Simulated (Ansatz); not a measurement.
Consider the ligand exchange at the Si–Br bond: `Cl[Si]Br` + H–F → `F[Si]Cl` + HBr.

Program: Ansatz. Geometries: PBE0-D4/def2-TZVP. ΔE: electronic, gas phase. CCSD(T)/CBS is the MP2 limit (def2-TZVPP, def2-QZVPP) plus CCSD(T) − MP2 in def2-TZVPP, frozen cores. This one scheme is used for every species. Functionals use def2-TZVPP. For Br outer-core shells are correlated without core-valence functions, which leaves a few kJ/mol of doubt a bond. Scalar relativity is left out up to krypton.

`Cl[Si]Br`:

Z-matrix (Å, degrees):
```
Si
Cl 1 2.076
Br 1 2.251 2 101.6
```

H–F:

Cartesian coordinates in Å:
```
F 0.415 0.194 0.040
H -0.415 -0.194 -0.040
```

`F[Si]Cl`:

Z-matrix (Å, degrees):
```
Si
F 1 1.603
Cl 1 2.080 2 100.6
```

HBr:

Z-matrix (Å, degrees):
```
Br
H 1 1.420
```

```tsv
level	ΔE (kJ/mol)
ωB97M-V	-49.6
r2SCAN	-44.2
BHLYP	-54.4
LC-ωPBE	-53.5
CCSD(T)/def2-SVP	-49.0
MP2/def2-TZVPP	-41.2
CCSD/def2-TZVPP	-50.8
CCSD/CBS(def2)	-44.3
```

Question: What does CCSD(T)/CBS give? (Best estimate.)

Answer: Ansatz gave: -41.0 kJ/mol. The listed levels differ from it by -8.6, -3.2, -13.4, -12.5, -8.0, -0.2, -9.8, -3.3 kJ/mol.

Question: What do rigid-rotor, harmonic-oscillator terms from PBE0-D4/def2-TZVP frequencies (298.15 K, 1 bar) make of the CCSD(T)/CBS value? (Estimate.)

Answer: The calculation gave: ΔZPE = -5.6 kJ/mol, ΔH = -47.6 kJ/mol, ΔS = 1 J/(mol·K), ΔG = -47.9 kJ/mol.

Largest T1 diagnostic among the species: 0.014.

The D4 term adds +6.2 kJ/mol with B3LYP and +3.2 kJ/mol with PBE0; it sums over pairs of atoms, weighted by their polarisabilities, and B3LYP, whose exchange is more repulsive, gets the larger term. In def2-TZVPP, CCSD(T) changes the Hartree–Fock value by +10.6 kJ/mol (the triples alone add +3.3 kJ/mol) and MP2 by +16.9 kJ/mol.

B3LYP here is the variant with VWN-RPA as its local correlation; programs differ in this.
